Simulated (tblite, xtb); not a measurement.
CH2NO, doublet, at a GFN2-xTB geometry. Base run: xtb with GFN1-xTB.

Geometry (Å):
```xyz
5

O     -0.2624     1.2079    -0.0140
C     -0.4147     0.0168     0.0006
N      0.4349    -0.9938     0.0111
H      0.0950    -1.9399     0.0231
H      1.4482    -0.8678     0.0076
```
Charge 0, spin multiplicity 2.
All else is at xtb's defaults.
Base energy -11.01735 Eh.

Programs used: tblite, xtb; a row that names a program was run with it.

Each row names what was changed in the base input (with any setting that the change needs).

```json
[
 {"change": "base", "ΔE vs base (mEh)": "0.000", "dipole (D)": "4.85", "SCF cycles": "9"},
 {"change": "program = tblite; method = gfn1; option = (--guess, eeq)", "ΔE vs base (mEh)": "0.000", "dipole (D)": "-", "SCF cycles": "-"},
 {"change": "etemp = 1000", "ΔE vs base (mEh)": "0.000", "dipole (D)": "4.85", "SCF cycles": "9"},
 {"change": "program = tblite; method = gfn1; option = (--efield, 0,0,0.1)", "ΔE vs base (mEh)": "-0.048", "dipole (D)": "-", "SCF cycles": "-"},
 {"change": "acc = 30", "ΔE vs base (mEh)": "0.000", "dipole (D)": "4.85", "SCF cycles": "7"},
 {"change": "program = tblite; method = gfn1; option = --spin-polarized", "ΔE vs base (mEh)": "-6.471", "dipole (D)": "-", "SCF cycles": "-"},
 {"change": "file = coord", "ΔE vs base (mEh)": "0.000", "dipole (D)": "4.85", "SCF cycles": "9"},
 {"change": "program = tblite; method = gfn1", "ΔE vs base (mEh)": "0.000", "dipole (D)": "-", "SCF cycles": "-"},
 {"change": "acc = 0.1", "ΔE vs base (mEh)": "0.000", "dipole (D)": "4.85", "SCF cycles": "11"},
 {"change": "gbsa = thf", "ΔE vs base (mEh)": "-13.254", "dipole (D)": "5.41", "SCF cycles": "9"}
]
```

ALPB and GBSA are two models with their own fitted parameters for each solvent, which aren't always the measured dielectric constant.
